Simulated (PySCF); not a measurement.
C5H9N2 (charge +1).
Numbering: `[NH2:1]/[CH:2]=[CH:3]/[CH:4]=[CH:5]\[CH:6]=[NH2+:7]` (hydrogens: H8, H9 on N1; H10 on C2; H11 on C3; H12 on C4; H13 on C5; H14 on C6; H15, H16 on N7)

Geometry (B3LYP/def2-SVP, Å), atoms numbered from 1 in this order:
```xyz
16
C5H9N2 angstrom
N     -3.4201    0.0618    0.5267
C     -2.3291   -0.5344    0.0628
C     -1.0295   -0.0469    0.1514
C      0.0332   -0.7844   -0.3817
C      1.4049   -0.4932   -0.4026
C      1.9778    0.6523    0.1401
N      3.2737    0.9351    0.1268
H     -3.3793    0.9594    1.0010
H     -4.3361   -0.3615    0.4209
H     -2.5020   -1.4980   -0.4295
H     -0.8637    0.9160    0.6442
H     -0.2400   -1.7349   -0.8553
H      2.0661   -1.2225   -0.8789
H      1.3513    1.4072    0.6261
H      3.6338    1.7889    0.5399
H      3.9503    0.3061   -0.2979
```

Computed, not measured: B3LYP/def2-SVP geometry optimisation, gas phase in PySCF 2.14.0.

Take the most abundant isotopes and a rigid rotor. The values belong to one conformer with, in the numbering `[NH2:1]/[CH:2]=[CH:3]/[CH:4]=[CH:5]\[CH:6]=[NH2+:7]`, C2–C3–C4–C5 180°, C4–C5–C6–N7 180°.

Question: What are A, B and C (MHz)?

Answer: Ia = 45.72, Ib = 546.73, Ic = 592.45 u·Å²; 505379 MHz·u·Å²/I gives A = 11054, B = 924.4, C = 853.0 MHz.

Question: Classify the top.

Answer: A near-prolate asymmetric top. Ray's parameter κ = (2B − A − C)/(A − C) = -0.986; −1 is the prolate and +1 the oblate limit.

Question: What does the inertial defect say?

Answer: Planar: Δ = Ic − Ia − Ib = 0.00 u·Å². For a rigid frame Δ = −2 Σ m c², so it vanishes when all atoms lie in the ab plane; here none is more than 0.01 Å from it.

Question: Which types of transition are allowed, and where do some lines up to J = 5 fall?

Answer: The dipole components (about the centre of mass, as the species is charged) are |μa| = 0.17 D, |μb| = 1.71 D, |μc| = 0.00 D; the mirror of this Cs structure is the ab plane, so μc vanishes by symmetry (the 0.01 D computed is a residue) and there are no c-type lines. Intensities carry the squares of the components, which stand as 0.01 : 1.00 (a : b). Some lines, for components of 0.1 D or more:

```tsv
type	branch	J(Ka,Kc)	MHz	lower level (cm⁻¹)
a	Q	3(1,2) ← 3(1,3)	428	0.688
a	Q	4(1,3) ← 4(1,4)	713	0.920
a	R	2(1,1) ← 1(1,0)	3626	0.400
a	R	4(3,1) ← 3(3,0)	7110	3.407
a	R	5(1,5) ← 4(1,4)	8707	0.920
b	Q	2(1,1) ← 2(0,2)	10272	0.178
b	Q	3(1,2) ← 3(0,3)	10381	0.356
b	Q	4(1,3) ← 4(0,4)	10526	0.593
b	Q	5(2,4) ← 5(1,5)	31032	1.210
b	R	2(2,1) ← 1(1,0)	34014	0.400
b	R	4(2,3) ← 3(1,2)	37391	0.702
b	R	5(2,3) ← 4(1,4)	39752	0.920
b	R	4(3,2) ← 3(2,1)	57934	1.712
b	R	5(3,2) ← 4(2,3)	59715	1.949
b	R	4(4,1) ← 3(3,0)	78265	3.407
b	R	5(4,1) ← 4(3,2)	80043	3.645
b	R	5(5,0) ← 4(4,1)	100373	6.018
```

Question: Estimate the classical rotational partition function at 50 K, 100 K and 298.15 K.

Answer: Point group Cs, symmetry number σ = 1; q = (√π/σ)·√((kT/h)³/(ABC)), k/h = 20836.6 MHz/K: 20200 at 50 K, 57100 at 100 K, 294000 at 298.15 K.

No B3LYP/def2-SVP frequencies stand behind this structure, so it isn't proved a minimum. Geometry: B3LYP/def2-SVP, one conformer, isolated ion. Constants of a rigid frame at the computed geometry: no zero-point averaging, no centrifugal distortion. Quadrupole hyperfine structure (14N) is left out.
